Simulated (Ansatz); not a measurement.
Consider the redistribution: `[SiH3][O][Al]([SH])[SH]` + `[SiH3]O[SiH3]` → `[SH][AlH][SH]` + `[SiH3]O[SiH2]O[SiH3]`.

Computed with Ansatz on PBE0-D4/def2-TZVP structures; ΔE is electronic, products minus reactants. CCSD(T)/CBS adds triple-zeta CCSD(T) − MP2 to the extrapolated MP2 energy (def2 sets, frozen cores). This one scheme is used for every species. Functionals use def2-TZVPP. HSE06 is defined as in plane-wave codes. Each species was taken in one conformer, which may not be the lowest.

Task: Is it downhill or uphill in electronic energy at CCSD(T)/CBS, and by how much? (Estimate.)

Result: Ansatz gave: Uphill: ΔE = +6.1 kcal/mol.

Task: What do these levels give: r2SCAN0-D4, HSE06-D4, BHLYP-D4, ωB97X-V, B2PLYP, PBE0, MP2/def2-SVP, HF/def2-TZVPP, MP2/def2-TZVPP, SCS-MP2/def2-TZVPP, CCSD/def2-TZVPP, MP2/CBS(def2)? (An estimate is asked.)

Result: Ansatz gave: r2SCAN0-D4 6.3, HSE06-D4 5.8, BHLYP-D4 6.2, ωB97X-V 6.0, B2PLYP 6.9, PBE0 6.1, MP2/def2-SVP 9.3, HF/def2-TZVPP 6.2, MP2/def2-TZVPP 7.0, SCS-MP2/def2-TZVPP 7.0, CCSD/def2-TZVPP 6.6, MP2/CBS(def2) 6.6 kcal/mol.

Largest T1 diagnostic among the species: 0.012.

At CCSD(T), def2-SVP lies +2.8 kcal/mol from the extrapolated value and def2-TZVPP +0.4 kcal/mol. Leaving LDA and LC-ωPBE aside and taking each functional with its dispersion term where it has one, the values, not all of them listed here, spread over 2.5 kcal/mol, from B97M-V to B2PLYP. LDA lies −1.2 kcal/mol from PBE without D4.
